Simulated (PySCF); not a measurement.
A small calculation by hand: chemical shift, span and skew from a shielding tensor

C5H9B, SMILES C1B(C)CCC=1. Atoms are numbered in the order given.

```xyz
15

C      2.3551     0.1800     0.1022
B      0.7917     0.0842    -0.0024
C     -0.2093     1.2207    -0.3406
C     -1.4674     0.7231    -0.2628
C     -1.5562    -0.7309     0.1142
C     -0.0939    -1.2052     0.2754
H      2.5926     0.5456     1.1215
H      2.7954     0.9143    -0.5922
H      2.8751    -0.7844    -0.0127
H     -0.0176     2.2654    -0.6046
H     -2.3801     1.3038    -0.4512
H     -2.1135    -1.2967    -0.6553
H     -2.1488    -0.8493     1.0405
H      0.1625    -2.0106    -0.4372
H      0.1057    -1.6351     1.2734
```

Geometry: B3LYP-D3(BJ)/def2-SVP. One conformer was computed; it need not be the lowest.

GIAO shieldings from B3LYP/pcSseg-1 (PySCF), non-relativistic, no solvent. The symmetric part of the tensor of C3 has the principal values -80.5, 17.5, 153.7 ppm. The same nucleus in TMS has σ = 181.3 ppm at this level (PySCF, at its B3LYP-D3(BJ)/def2-TZVP geometry).

Q: Work out the isotropic shielding, the ¹³C shift against TMS, the span and the skew.

A: 
σ(iso) = (σ11 + σ22 + σ33)/3 = 30.2 ppm. δ = σ(ref) − σ(iso) = 181.3 − (30.2) = 151.1 ppm.
Span Ω = σ33 − σ11 = 234.2 ppm. Skew κ = 3(σ(iso) − σ22)/Ω = 0.16. Tumbling in solution averages the tensor to δ; in a static solid the shielding alone would spread this spin-1/2 line over Ω.
